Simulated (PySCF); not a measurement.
# La(OH)3 at several levels of theory

Computed with PySCF 2.14.0 (density fitting, no spin-orbit coupling) at the geometry relaxed with PBE0:

```xyz
7
La(OH)3 (singlet)
La    0.0000    0.0000   -0.3761
O     2.1190    0.0000    0.0672
H     3.0188    0.0000    0.3951
O    -1.0595    1.8351    0.0672
H    -1.5094    2.6144    0.3951
O    -1.0595   -1.8351    0.0672
H    -1.5094   -2.6144    0.3951
```

```json
{"level": "PBE0", "basis": "La lcecp-1-SVP with ECP46, O def2-SVP, H def2-SVP", "state": "singlet", "HOMO (eV)": "-7.42", "gap (eV)": "6.20", "charge on La1 (e)": "1.18", "population of f-type functions on La1 (polarisation alone where 4f lies in the core)": "0.11", "dipole about the centre of mass (D)": "1.61", "largest force component (eV/Å)": "0.01"}
{"level": "wB97X", "basis": "the same", "state": "singlet", "HOMO (eV)": "-9.87", "gap (eV)": "10.33", "charge on La1 (e)": "1.20", "population of f-type functions on La1 (polarisation alone where 4f lies in the core)": "0.11", "dipole about the centre of mass (D)": "1.73", "largest force component (eV/Å)": "0.22"}
{"level": "HF", "basis": "the same", "state": "singlet", "HOMO (eV)": "-11.55", "gap (eV)": "12.08", "charge on La1 (e)": "1.67", "population of f-type functions on La1 (polarisation alone where 4f lies in the core)": "0.10", "dipole about the centre of mass (D)": "2.04", "largest force component (eV/Å)": "1.49"}
```

In the lcecp rows the 4f levels are missing from HOMO and gap, and the state counts the valence alone.

Charges are Mulliken's, which hang on the basis. The relaxation used the grid (50, 194), these runs (75, 302) or, all-electron (x2c bases, spin-free X2C Hamiltonian), (99, 590).

Task: What does PBE0 with La lcecp-1-TZVP with ECP46, O def2-TZVP, H def2-TZVP give here?

Result: state singlet, HOMO (eV) -7.71, gap (eV) 6.46, charge on La1 (e) 1.63, population of f-type functions on La1 (polarisation alone where 4f lies in the core) 0.15, dipole about the centre of mass (D) 1.82, largest force component (eV/Å) 0.23. Time: 16 s on 2 threads of Intel(R) Xeon(R) Platinum 8259CL CPU @ 2.50GHz (Skylake/Cascade Lake) (shared host), from free ions and atoms.

In the first row's basis the gap widens with exact exchange: 6.2 eV for PBE0 (a fixed share); 10.3 to 12.1 eV for wB97X, Hartree–Fock (rising or full at long range).
